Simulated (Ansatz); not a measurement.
Species: sum formula H₅Si₂O₂, charge 0, multiplicity 2. It need not be the lowest isomer of its formula. SMILES: [SiH3][Si](O)O
Geometry from a B3LYP-D3(BJ)/def2-TZVP (Ansatz, a first-principles code) optimisation:
```
Si
O 1 1.6582
H 2 0.9636 1 118.61
O 1 1.6624 2 110.65 3 -29.06
H 4 0.9617 1 119.06 2 -66.62
Si 1 2.3694 2 111.65 3 87.41
H 6 1.4819 1 109.09 2 177.59
H 6 1.4820 7 109.02 1 117.90
H 6 1.4869 7 109.16 8 118.75
```
Charge 0, spin multiplicity 2.

Property: atomisation energy (electronic, to ground-state atoms), in kcal/mol. Correlated levels leave the core frozen unless marked. UHF or UKS for open shells. Spin-orbit coupling is left out. Non-relativistic. The coupled-cluster limit lacks core correlation, which all-electron functionals hold. Basis-set limits of correlation are two-point, X^-3; Hartree-Fock from the larger set.

| level | program | atomisation energy (kcal/mol) |
|---|---|---|
| PBE0-D3(BJ)/def2-TZVP | Ansatz + dftd3 | … |
| LC-wPBE/def2-TZVPD | Ansatz | 710.3 |
| SCS-MP2/aug-cc-pV(D+d)Z | Ansatz | 671.0 |
| CCSD/aug-cc-pV(T+d)Z | Ansatz | 691.9 |
| CCSD(T)/CBS(aug-cc-pV(T+d)Z,aug-cc-pV(Q+d)Z) | Ansatz | 721.6 |

**Question.** Complete the blanks.

**Answer.** 
- PBE0-D3(BJ)/def2-TZVP, atomisation energy (kcal/mol): 706.7
